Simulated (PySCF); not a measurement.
Molfile (atoms numbered from 1):
```
C7H10OSi
     RDKit          3D

 19 19  0  0  0  0  0  0  0  0999 V2000
    4.4433    0.6257    0.2913 C   0  0  0  0  0  0  0  0  0  0  0  0
    2.9226   -0.3845    0.6437 Si  0  0  0  0  0  4  0  0  0  0  0  0
    1.6165    0.6133    0.2792 O   0  0  0  0  0  0  0  0  0  0  0  0
    0.2940    0.3665    0.3938 C   0  0  0  0  0  0  0  0  0  0  0  0
   -0.5921    1.3934    0.0484 C   0  0  0  0  0  0  0  0  0  0  0  0
   -1.9645    1.1923    0.1478 C   0  0  0  0  0  0  0  0  0  0  0  0
   -2.4726   -0.0301    0.5908 C   0  0  0  0  0  0  0  0  0  0  0  0
   -1.5893   -1.0512    0.9337 C   0  0  0  0  0  0  0  0  0  0  0  0
   -0.2117   -0.8609    0.8375 C   0  0  0  0  0  0  0  0  0  0  0  0
    5.3529    0.0340    0.4777 H   0  0  0  0  0  0  0  0  0  0  0  0
    4.4530    0.9548   -0.7587 H   0  0  0  0  0  0  0  0  0  0  0  0
    4.4725    1.5186    0.9337 H   0  0  0  0  0  0  0  0  0  0  0  0
    2.8647   -1.6141   -0.2055 H   0  0  0  0  0  0  0  0  0  0  0  0
    2.8497   -0.7969    2.0793 H   0  0  0  0  0  0  0  0  0  0  0  0
   -0.1767    2.3424   -0.2957 H   0  0  0  0  0  0  0  0  0  0  0  0
   -2.6464    2.0018   -0.1245 H   0  0  0  0  0  0  0  0  0  0  0  0
   -3.5507   -0.1846    0.6680 H   0  0  0  0  0  0  0  0  0  0  0  0
   -1.9722   -2.0137    1.2818 H   0  0  0  0  0  0  0  0  0  0  0  0
    0.4714   -1.6705    1.1085 H   0  0  0  0  0  0  0  0  0  0  0  0
  1  2  1  0
  2  3  1  0
  3  4  1  0
  4  5  2  0
  5  6  1  0
  6  7  2  0
  7  8  1  0
  8  9  2  0
  9  4  1  0
  1 10  1  0
  1 11  1  0
  1 12  1  0
  2 13  1  0
  2 14  1  0
  5 15  1  0
  6 16  1  0
  7 17  1  0
  8 18  1  0
  9 19  1  0
M  END
```

Theory: shielding tensors at HF/pcSseg-1 (GIAO), PBE0-D3(BJ)/def2-SVP geometry, in PySCF 2.14.0 with density-fitted response routines (isolated molecule, one averaged value for each set of equivalent atoms, single conformer, relativity neglected).

δ = σ(ref) − σ, references computed at the same level: TMS for ¹³C and ¹H and ²⁹Si; ¹⁷O vs H2O.

```json
{"atoms": "H15/H19", "nucleus": "¹H", "count": "2", "δ (ppm)": "7.04"}
{"atoms": "H10/H11/H12", "nucleus": "¹H", "count": "3", "δ (ppm)": "0.53"}
{"atoms": "H16/H18", "nucleus": "¹H", "count": "2", "δ (ppm)": "7.55"}
{"atoms": "C6/C8", "nucleus": "¹³C", "count": "2", "δ (ppm)": "139.6"}
{"atoms": "C7", "nucleus": "¹³C", "count": "1", "δ (ppm)": "126.1"}
{"atoms": "O3", "nucleus": "¹⁷O", "count": "1", "δ (ppm)": "74.7"}
{"atoms": "H13/H14", "nucleus": "¹H", "count": "2", "δ (ppm)": "4.61"}
{"atoms": "H17", "nucleus": "¹H", "count": "1", "δ (ppm)": "?"}
{"atoms": "Si2", "nucleus": "²⁹Si", "count": "1", "δ (ppm)": "?"}
{"atoms": "C4", "nucleus": "¹³C", "count": "1", "δ (ppm)": "?"}
{"atoms": "C1", "nucleus": "¹³C", "count": "1", "δ (ppm)": "?"}
{"atoms": "C5/C9", "nucleus": "¹³C", "count": "2", "δ (ppm)": "122.3"}
```

Fill in the missing shifts.

## Answers


- C4: 164.5 ppm, aromatic carbon bearing oxygen; the electronegative substituent deshields the carbon that carries it
- C1: -2.9 ppm, methyl carbon bonded to Si; an electropositive neighbour leaves it electron-rich and shielded
- H17: 7.06 ppm, hydrogen on an aromatic CH; ring-current deshielding
- Si2: -18.7 ppm, silicon bonded to C, O, 2 H

Shifts are as computed. Against solution values, carbons near 30 ppm lie about -0 ppm off and those near 130 ppm about +7 ppm. Of 1211 compounds with measured shifts, 218 miss one by over three times the rms of a fit or turn the order of signals round; such compounds aren't used in these exercises. Experimental scales use liquid or dissolved standards, which lie at an offset from isolated H2O (liquid H2O: subtract about 36 ppm).
